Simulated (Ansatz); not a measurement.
Ansatz (a quantum-chemistry and plane-wave program) input (B3LYP-D3(BJ)/def2-TZVP):

Ansatz 0.2 input:
```yaml
crystal:
  periodic: [false, false, false]
  atoms:
    - {symbol: C, position_ang: [0.92797610, -0.00638172, 0.01194786]}
    - {symbol: C, position_ang: [-0.25374038, -0.34256676, 0.54837491]}
    - {symbol: O, position_ang: [-1.37982260, 0.14486362, -0.33815860]}
    - {symbol: H, position_ang: [1.12759405, 0.54369397, -0.93238894]}
    - {symbol: H, position_ang: [1.84325691, -0.29276402, 0.54309193]}
    - {symbol: H, position_ang: [-2.17333155, -0.14022063, 0.12656088]}
basis:
  gaussian:
    orbitals: def2-TZVP
hamiltonian:
  xc: b3lyp
  dispersion: d3bj
total_charge: -1
relax: {f_tol: 0.002, max_steps: 150}
```

End of the output:

```
mean field: 0.28 GiB planned
mean field evaluation 32: about -4169.5503 eV, gradient 9.4e-1 eV
mean field -4169.54875927 eV, -153.2280906814 hartree, gradient 1.4e-5 eV, S^2 0.000000; 0 other end points of the search recorded, 0 dependent functions left out
the calculation of the forces begins
reference -4169.54895567 eV, -153.2280978991 hartree; 12, 12 occupied and 99, 99 virtual orbitals, 643 factors
relax step   4: F+E_penalty+E_count = -4169.66792115 eV  Δ(F+E_penalty+E_count) = -6.514e-4 eV  max|allowed force component| = 5.121e-2 eV/Å  Δτ_max = 0.0097 Å  (32 SCF iters, accepted)
these checks for a lower state are left out or cut short: starts, cluster_reference, orbital_swaps, neighbouring_geometries, increment
integrals: 0.02 GiB planned
643 factors; their error is unknown
mean field: 0.28 GiB planned
mean field -4169.54882257 eV, -153.2280930076 hartree, gradient 1.4e-5 eV, S^2 0.000000; 0 other end points of the search recorded, 0 dependent functions left out
the calculation of the forces begins
reference -4169.54901892 eV, -153.2281002236 hartree; 12, 12 occupied and 99, 99 virtual orbitals, 643 factors
relax step   5: F+E_penalty+E_count = -4169.66795588 eV  Δ(F+E_penalty+E_count) = -3.473e-5 eV  max|allowed force component| = 5.669e-2 eV/Å  Δτ_max = 0.0135 Å  (33 SCF iters, accepted)
these checks for a lower state are left out or cut short: starts, cluster_reference, orbital_swaps, neighbouring_geometries, increment
integrals: 0.02 GiB planned
643 factors; their error is unknown
mean field: 0.28 GiB planned
mean field -4169.54925167 eV, -153.2281087768 hartree, gradient 1.4e-5 eV, S^2 0.000000; 0 other end points of the search recorded, 0 dependent functions left out
the calculation of the forces begins
reference -4169.54944805 eV, -153.2281159936 hartree; 12, 12 occupied and 99, 99 virtual orbitals, 643 factors
relax step   6: F+E_penalty+E_count = -4169.66839538 eV  Δ(F+E_penalty+E_count) = -4.395e-4 eV  max|allowed force component| = 9.411e-3 eV/Å  Δτ_max = 0.0087 Å  (33 SCF iters, accepted)
these checks for a lower state are left out or cut short: starts, cluster_reference, orbital_swaps, neighbouring_geometries, increment
integrals: 0.02 GiB planned
643 factors; their error is unknown
mean field: 0.28 GiB planned
mean field -4169.54926061 eV, -153.2281091054 hartree, gradient 1.4e-5 eV, S^2 0.000000; 0 other end points of the search recorded, 0 dependent functions left out
the calculation of the forces begins
reference -4169.54945700 eV, -153.2281163225 hartree; 12, 12 occupied and 99, 99 virtual orbitals, 643 factors
relax step   7: F+E_penalty+E_count = -4169.66839889 eV  Δ(F+E_penalty+E_count) = -3.512e-6 eV  max|allowed force component| = 6.230e-4 eV/Å  Δτ_max = 0.0006 Å  (33 SCF iters, accepted)
integrals: 0.02 GiB planned
643 factors; their error is unknown
mean field: 0.28 GiB planned
mean field evaluation 64: about -4169.5493 eV, gradient 7.0e-3 eV
mean field -4169.54926061 eV, -153.2281091054 hartree, gradient 1.4e-5 eV, S^2 0.000000; 1 other end points of the search recorded, 0 dependent functions left out
the calculation of the forces begins
reference -4169.54945700 eV, -153.2281163225 hartree; 12, 12 occupied and 99, 99 virtual orbitals, 643 factors
Total energy: -4169.66859528 eV, -153.2324945736 hartree
Atom 0 at     0.930396    -0.010443     0.019200 Å, force    -0.000623    -0.000288     0.000550 eV/Å
Atom 1 at    -0.277419    -0.334875     0.534962 Å, force     0.000116     0.000219    -0.000449 eV/Å
Atom 2 at    -1.336360     0.145640    -0.337312 Å, force    -0.000401    -0.000269     0.000457 eV/Å
Atom 3 at     1.064640     0.537972    -0.925202 Å, force     0.000432    -0.000053     0.000071 eV/Å
Atom 4 at     1.837841    -0.294855     0.546174 Å, force    -0.000106     0.000240    -0.000414 eV/Å
Atom 5 at    -2.127165    -0.136814     0.121606 Å, force     0.000582     0.000151    -0.000215 eV/Å
Dipole moment:    -0.309494     0.149040    -0.269834 e Å
```

It need not be the lowest isomer of its formula. Whether it binds its extra electron was not tested at this geometry.
